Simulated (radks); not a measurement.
The numbers below are computed, except where a source is named.
Question: Ne+, 9 electrons, occupied as [He] 2s2 2p5. Code: a radial shooting solver on a logarithmic mesh with Libxc functionals. Model: non-relativistic Kohn-Sham, TPSS, spin-polarised, spherical densities, point nucleus; open shells are filled with parallel spins first; meta-GGA in the generalised Kohn-Sham scheme. Some entries of the table are withheld. Estimate them.

orbital,occ.,eigenvalue (eV),<r> (bohr),<1/r> (bohr^-1)
1s up,1,-857.3676,0.1580,(1)
1s down,1,-856.3710,0.1578,(2)
2s up,1,-57.3867,0.8590,(3)
2s down,1,-55.1967,0.8670,(4)
2p up,3,-33.4922,0.8745,1.549
2p down,2,-31.2809,0.8930,1.525

Answer: 
(1) 1s up <1/r> (bohr^-1): 9.608
(2) 1s down <1/r> (bohr^-1): 9.615
(3) 2s up <1/r> (bohr^-1): 1.697
(4) 2s down <1/r> (bohr^-1): 1.680
